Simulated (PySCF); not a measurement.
# Excited states of Ge⁴⁺ (germanium, charge +4)

Ground state [Ar] 3d10, ¹S. Computed with PySCF 2.14 in def2-TZVPPD with one added diffuse shell each of s, p, d type (8s6p6d1f, 63 functions), with the non-relativistic Hamiltonian (point nucleus). Vertical excitation energies in eV without spin-orbit coupling; excited terms of each kind are numbered among those the solver found. Frozen: [Ar].

```json
{"term": "1 3D", "leading excitation": "3d → s", "EOM-EE-CCSD": "30.463"}
{"term": "1 1D", "leading excitation": "3d → s", "EOM-EE-CCSD": "31.046"}
{"term": "1 3P°", "leading excitation": "3d → p", "EOM-EE-CCSD": "41.006"}
{"term": "1 3F°", "leading excitation": "3d → p", "EOM-EE-CCSD": "41.493"}
{"term": "1 1F°", "leading excitation": "3d → p", "EOM-EE-CCSD": "41.851"}
{"term": "1 1D°", "leading excitation": "3d → p", "EOM-EE-CCSD": "42.343"}
{"term": "1 3D°", "leading excitation": "3d → p", "EOM-EE-CCSD": "42.352"}
{"term": "1 1P°", "leading excitation": "3d → p", "EOM-EE-CCSD": "42.461"}
{"term": "1 3S", "leading excitation": "3d → d", "EOM-EE-CCSD": "56.655"}
{"term": "1 3G", "leading excitation": "3d → d", "EOM-EE-CCSD": "57.376"}
{"term": "1 1G", "leading excitation": "3d → d", "EOM-EE-CCSD": "57.537"}
```

The solver can miss terms.
